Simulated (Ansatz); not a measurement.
[FeO3N]- (FeNO3⁻). The state is a singlet with charge -1. Geometry relaxed at B3LYP-D4/def2-SVPD.

```xyz
5

Fe    0.0035    0.0010   -0.0017
O     0.2403   -0.2242    1.5910
O    -1.0692    1.1974   -0.2493
O    -0.5150   -1.3748   -0.6955
N     1.3404    0.4006   -0.6444
```

The restricted singlet is unstable towards broken spin symmetry in Hartree–Fock (as tested in another run); at B3LYP-D4/def2-SVPD this wasn't settled. The relaxation made no stability test and no search for a lower SCF solution.

Q: Estimate the harmonic wavenumbers at RKS B3LYP-D4/def2-SVPD (Ansatz, unscaled). Is this a minimum?

A: 354, 354, 403, 427, 427, 850, 874, 874, 1067 cm⁻¹. Yes, no mode is imaginary beyond noise. Zero-point energy 33.7 kJ/mol. It took 24 s on 4 threads of Arm Neoverse V2 on a shared host.
